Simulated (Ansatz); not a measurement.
Consider the ligand exchange at the Si–O bond: `O[SiH](O)O[Si](F)(F)F` + `C[SiH2]N` → `C[SiH2]N[SiH](O)O` + `O[Si](F)(F)F`.

Calculated with Ansatz (gas phase, PBE0-D4/def2-TZVP geometries, no zero-point term in ΔE). CBS: MP2 limit from def2 TZ/QZ plus the TZ coupled-cluster correction, frozen cores. DFT in def2-TZVPP. B3LYP here is the variant with VWN-RPA as its local correlation; programs differ in this. One conformer a species, not always the lowest.

| level | ΔE (kcal/mol) | difference from CCSD(T)/CBS |
| --- | --- | --- |
| PBE-D4 | 11.8 | -1.4 |
| r2SCAN-D4 | 13.4 | 0.2 |
| B3LYP-D4 | 14.3 | 1.1 |
| ωB97X-V | 13.3 | 0.1 |
| ωB97M-V | 13.1 | -0.1 |
| B2PLYP | 13.9 | 0.7 |
| PBE | 11.9 | -1.3 |
| PBE0 | 12.6 | -0.6 |
| B3LYP | 14.4 | 1.2 |
| HF/def2-TZVPP | 16.8 | 3.6 |
| MP2/def2-TZVPP | 12.7 | -0.5 |
| HF/def2-QZVPP | 17.3 | 4.1 |
| SCS-MP2/def2-QZVPP | 13.7 | 0.5 |
| HF/CBS(def2) | 17.3 | 4.1 |
| MP2/CBS(def2) | 12.9 | -0.3 |
| CCSD/CBS(def2) | 13.8 | 0.6 |
| CCSD(T)/CBS | 13.2 | 0 |

Largest T1 diagnostic among the species: 0.012.

In def2-TZVPP, CCSD(T) changes the Hartree–Fock value by −3.8 kcal/mol (the triples alone add −0.6 kcal/mol) and MP2 by −4.1 kcal/mol.
